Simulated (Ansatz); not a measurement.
Total energies of Ga(NH3)2H3 (GaN₂H₉) from Ansatz at PBE0-D4/def2-TZVP, gas phase (1 Eh = 27.2114 eV = 2625.5 kJ/mol). The reference geometry is relaxed at PBE-D4/def2-SVP.

```
                 state   geometry  energy (Eh)
      charge 0 singlet  reference  -2039.43928
      charge 1 doublet  reference  -2039.10437
free Ga atom (doublet)          –  -1924.55212
 free N atom (quartet)          –    -54.54382
 free H atom (doublet)          –     -0.50104
```

(1) Work out the vertical ionisation energy to the doublet.

(2) What is the binding energy per atom against free atoms?

(1) E(charge 1 doublet) − E(charge 0 singlet) = -2039.10437 − (-2039.43928) = 0.33491 Eh = 9.11 eV. For comparison, −ε of the highest occupied level is 6.90 eV at this level, 2.21 eV less.

(2) Atoms: 1 × (-1924.55212) + 2 × (-54.54382) + 9 × (-0.50104) = -2038.14912 Eh. Binding: -2038.14912 − (-2039.43928) = 1.29016 Eh = 35.11 eV, or 2.93 eV for each of 12 atoms (no zero-point energy, no counterpoise term).
